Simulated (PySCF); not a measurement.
In2(mu-Cl)2(Me)4, C₄H₁₂Cl₂In₂, singlet, GFN2-xTB optimised geometry.

```
20

In    -0.97     2.38     2.48
In     0.06    -0.28     0.00
Cl    -0.45     2.20     0.00
C     -3.19     2.37     2.48
H     -3.55     1.99     3.43
H     -3.52     1.72     1.67
H     -3.57     3.37     2.32
C      0.91     3.25     3.27
H      0.93     3.18     4.36
H      0.99     4.30     2.98
H      1.75     2.69     2.85
Cl    -0.44    -0.10     2.48
C     -1.84    -1.12    -0.78
H     -1.85    -2.20    -0.68
H     -1.96    -0.85    -1.83
H     -2.66    -0.69    -0.19
C      2.28    -0.28     0.00
H      2.65    -1.23     0.38
H      2.61     0.52     0.65
H      2.66    -0.12    -1.01
```

Density from B3LYP/def2-SVP, def2 effective core potentials past Kr run with PySCF at that geometry. The core electrons that the potentials of In replace are not part of the density.

Minimum of the electron density along straight lines between bonded atoms, close to the bond critical point (lines longer than 1.1 times the sum of covalent radii, or with two minima, are not listed):

| bond | length / Å | ρ at the minimum / e bohr⁻³ | ∇²ρ there / e bohr⁻⁵ | position (fraction from the first atom) |
|---|---|---|---|---|
| In1–Cl3 | 2.537 | 0.050 | 0.15 | 0.48 |
| In2–Cl3 | 2.537 | 0.050 | 0.15 | 0.48 |
| In1–C4 | 2.220 | 0.086 | 0.14 | 0.51 |
| C4–H5 | 1.088 | 0.273 | -0.99 | 0.63 |
| C4–H6 | 1.089 | 0.273 | -0.99 | 0.63 |
| C4–H7 | 1.088 | 0.273 | -0.99 | 0.63 |
| In1–C8 | 2.220 | 0.086 | 0.14 | 0.51 |
| C8–H9 | 1.088 | 0.273 | -0.99 | 0.63 |
| C8–H10 | 1.088 | 0.273 | -0.99 | 0.63 |
| C8–H11 | 1.089 | 0.273 | -0.99 | 0.63 |
| In1–Cl12 | 2.536 | 0.050 | 0.15 | 0.48 |
| In2–Cl12 | 2.538 | 0.050 | 0.15 | 0.48 |
| In2–C13 | 2.221 | 0.086 | 0.14 | 0.51 |
| C13–H14 | 1.088 | 0.273 | -0.99 | 0.63 |
| C13–H15 | 1.088 | 0.273 | -0.99 | 0.63 |
| C13–H16 | 1.089 | 0.273 | -0.99 | 0.63 |
| In2–C17 | 2.221 | 0.086 | 0.14 | 0.51 |
| C17–H18 | 1.088 | 0.273 | -0.99 | 0.63 |
| C17–H19 | 1.089 | 0.273 | -0.99 | 0.63 |
| C17–H20 | 1.088 | 0.273 | -0.99 | 0.63 |
